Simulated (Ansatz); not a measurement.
Basis sets compared for Au2Br⁺. Charge 1, multiplicity 1. Geometry r2SCAN-D4/def2-TZVP. Ansatz on 4 threads of Intel Xeon Platinum 8259CL on a shared host; times are rough, and most runs start from earlier orbitals.

```csv
atom,x (Å),y (Å),z (Å)
Au1,-0.2023,-0.2358,1.5245
Au2,0.3596,1.3012,-0.7733
Br3,-0.1573,-1.0654,-0.7512
```

In the def2 sets Au takes a core potential; there is no spin–orbit coupling. The structure comes from a short search, and lower isomers may exist.

| level | functions | energy (Eh) | HOMO (eV) | LUMO (eV) | wall time |
| --- | --- | --- | --- | --- | --- |
| PBE-D4/def2-SVP | 96 | -2844.7431 | -12.10 | -10.07 | 0.75 s |
| PBE0-D4/def2-SVP | 96 | -2844.7413 | -13.24 | -9.06 | 1.3 s |

Question: Estimate the rows for PBE-D4/def2-TZVP, PBE0-D4/def2-TZVP (with forces).

Answer: 
| level | functions | energy (Eh) | HOMO (eV) | LUMO (eV) | wall time |
| --- | --- | --- | --- | --- | --- |
| PBE-D4/def2-TZVP | 128 | -2845.0741 | -12.02 | -10.01 | 1.1 s |
| PBE0-D4/def2-TZVP (with forces) | 128 | -2845.0726 | -13.14 | -8.98 | 3.2 s |
